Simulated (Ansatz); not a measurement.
The cluster Li2I2. Charge 0, multiplicity 5. Geometry r2SCAN-D4/def2-TZVP; atoms count from 1.

```tsv
atom	x (Å)	y (Å)	z (Å)
Li1	1.551	-0.476	-0.777
Li2	-1.551	0.474	0.778
I3	-1.918	-0.916	-3.267
I4	1.919	0.918	3.266
```

In the def2 sets I takes a core potential; there is no spin–orbit coupling. In the quintet geometry the species has come apart into loosely held pieces. At PBE0-D4/def2-TZVP a singlet of charge 0 lies 8.98 eV below the quintet, each at its own geometry. The structure comes from a short search, and lower isomers may exist.

Estimate the Mulliken populations from the PBE0/def2-TZVP orbitals of Ansatz.


```
atom  charge (e)  spin (α − β)
 Li1       -0.03          1.00
 Li2       -0.03          1.00
  I3        0.03          1.00
  I4        0.03          1.00
```
Mulliken values and Mayer orders depend strongly on the basis.

Where does the spin sit?

Summed by element: Li 1.99, I 2.01, of 4 unpaired in all. Largest on single atoms: I3 1.00, I4 1.00, Li1 1.00.
